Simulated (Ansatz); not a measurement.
Z-matrix (Å, degrees):
```
C
C 1 1.524
C 1 1.505 2 112.0
H 1 1.096 2 108.9 3 -120.6
H 1 1.095 2 109.8 3 122.9
H 2 1.092 1 111.2 3 177.6
H 2 1.093 1 110.9 3 57.6
H 2 1.093 1 110.9 3 -62.0
C 3 1.342 1 121.2 2 113.0
B 3 1.540 1 121.3 2 -67.9
H 9 1.089 3 122.3 1 1.5
H 9 1.085 3 121.0 1 -178.9
H 10 1.199 3 121.5 1 -3.9
H 10 1.197 3 119.4 1 177.1
```

Charge 0, multiplicity 1.

(1) List the PBE0/def2-TZVPP orbital energies in eV (Ansatz). (Best estimate.)

Results:

(1) Ansatz gave: Occupied: -278.61, -278.17, -278.08, -277.88, -184.33, -22.63, -20.62, -17.65, -15.92, -13.83, -12.77, -12.32, -11.85, -10.68, -10.43, -9.56, -9.11, -8.81, -7.93. Lowest empty: -1.94, 0.89, 1.48, 2.23, 2.38, 2.63, 2.75, 2.97.
